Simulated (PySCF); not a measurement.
## Calculated data, AlBClHN

All values are calculated (PySCF 2.14.0). Calculation on a computer-drawn molecule: the log of a Hartree-Fock and frozen-core CCSD(T) single point meant for a local Hartree-Fock minimum, with one planted fault or none, to be diagnosed. Offsets are logged minus clean, where the clean run is the same molecule without the fault. The reference is restricted for singlets and unrestricted otherwise, and also for a bond in bohr or an excited solution. Adding or removing an electron swaps singlet and doublet. The excited solution moves the top pair (singlet) or top alpha electron (doublet) to the lowest empty orbital. Highest occupied and lowest empty are orbital energies over both spins, largest force is the largest gradient component, triples share is (T) over the correlation energy, the T1 limit is 0.02 restricted and 0.045 unrestricted, electrons count all cores, a negative frequency is imaginary (commonest isotopes), and the dipole is about the centre of nuclear charge.

```xyz
5
formula=AlBClHN meant_charge=1 meant_multiplicity=1 meant_basis=cc-pV(D+d)Z logged_electrons=42 logged_basis_functions=79 logged_SCF_converged=yes logged_spin_squared=0 logged_highest_occupied=-16.76 logged_lowest_empty=-4.8767 logged_largest_force=3.326e-05 logged_lowest_frequency=98.024 logged_T1_diagnostic=0.018718 logged_D1_diagnostic=0.048424 logged_triples_share=0.036609 logged_CC_converged=yes logged_dipole_magnitude=1.7597 logged_SCF_stable_within_its_kind=yes logged_energy_HF=-780.94431 logged_energy_CCSD(T)=-781.40757 possible_faults=no_fault,one_electron_removed,one_electron_added,multiplicity_raised_by_two,geometry_at_a_saddle_point,SCF_held_on_an_excited_solution,minimal_basis_STO-3G,one_bond_length_entered_in_bohr,all_coordinates_scaled planted_fault=no_fault HF_energy_offset_from_clean_run=0 CCSD(T)_energy_offset_from_clean_run=0
N     -0.4172    -0.4989    -1.1983
B     -1.1359    -0.7278    -0.2465
Al    -2.3466    -1.1121     1.3544
Cl    -3.5389    -1.4898     2.9280
H      0.1704    -0.3109    -1.9764
```

Units: logged_highest_occupied, logged_lowest_empty in eV; logged_largest_force in hartree/bohr; logged_lowest_frequency in cm⁻¹; logged_dipole_magnitude in debye; logged_energy_HF, logged_energy_CCSD(T) in hartree; HF_energy_offset_from_clean_run, CCSD(T)_energy_offset_from_clean_run in kcal/mol.

Drawn bonds:
```
atom  other atom  order
   1           2      2
   2           3      1
   3           4      1
   1           5      1
```
